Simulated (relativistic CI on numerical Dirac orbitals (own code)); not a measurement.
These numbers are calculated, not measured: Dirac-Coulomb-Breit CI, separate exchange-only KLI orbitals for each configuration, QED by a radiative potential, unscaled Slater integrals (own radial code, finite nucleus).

The strongest absorption lines from the ground level of an ion, among the configurations computed and to levels below about 198 eV (vacuum wavelength in Å, gf): 64.255 (0.29), 65.031 (0.15), 65.395 (0.14), 65.898 (0.31), 139.67 (0.41), 140.64 (5.1), 141.89 (3.2), 151.77 (1.2).

Question: Which ion is it?
A. Co10+
B. As16+
C. Ga14+
D. Cu12+

Answer: D. Cu12+ has 17 electrons and the ground level 3s2 3p5 2P°_3/2; the strongest line goes to 3s2 3p4 3d 2D_5/2. The pattern of lines fixes the number of electrons, and along that sequence the line energies rise steadily with the charge (about as its square where n changes within one kind of shell, about linearly where n is kept but much faster in heavy ions where fine structure, which grows about as Z⁴, sets the gap, and irregularly where shells cross), which fixes Z. Configurations outside the model, such as inner-shell arrays, can give stronger lines. At this charge energies of transitions that change n are usually good to better than 1 %, and those within a shell (Δn = 0) to a few per cent.

LS names give the leading component of a level, which can be under half, so a name can repeat, a term be missing and a line seem to break the LS rules.
